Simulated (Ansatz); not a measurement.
Start from `B[SiH2][GeH2][SiH3]` and change one atom or group to get `[SiH3][GeH2][SiH2][GeH2][GeH3]`.

Ansatz, PBE0-D4/def2-TZVP geometries, multiplicity 1. Each molecule was computed in one conformer, which needn't be the lowest.

Scalar relativity is left out up to krypton.

```csv
property,`B[SiH2][GeH2][SiH3]`
HOMO–LUMO gap (B3LYP/def2-TZVPP) / eV,4.85
HOMO energy (B3LYP/def2-TZVPP) / eV,-7.51
LUMO energy (PBE0/def2-TZVPP) / eV,-2.48
size of the dipole moment (PBE/def2-TZVPP) / D,0.13
HOMO energy (ωB97M-V/def2-TZVPP) / eV,-9.66
LUMO energy (ωB97M-V/def2-TZVPP) / eV,-0.60
```

(1) What does the change do to each property? (Best estimate.)

Answers

(1) Ansatz gave: 
```
                                      property  `[SiH3][GeH2][SiH2][GeH2][GeH3]`  shift
         HOMO–LUMO gap (B3LYP/def2-TZVPP) / eV                              7.00   2.15
           HOMO energy (B3LYP/def2-TZVPP) / eV                             -7.55  -0.04
            LUMO energy (PBE0/def2-TZVPP) / eV                             -0.35   2.13
size of the dipole moment (PBE/def2-TZVPP) / D                              0.11  -0.02
         HOMO energy (ωB97M-V/def2-TZVPP) / eV                             -9.70  -0.04
         LUMO energy (ωB97M-V/def2-TZVPP) / eV                              1.28   1.88
```

Dipoles are sizes alone; their direction can turn.

Positive LUMOs are unbound, so they and the gaps depend on the basis.

B3LYP here is the variant with VWN-RPA as its local correlation; programs differ in this.
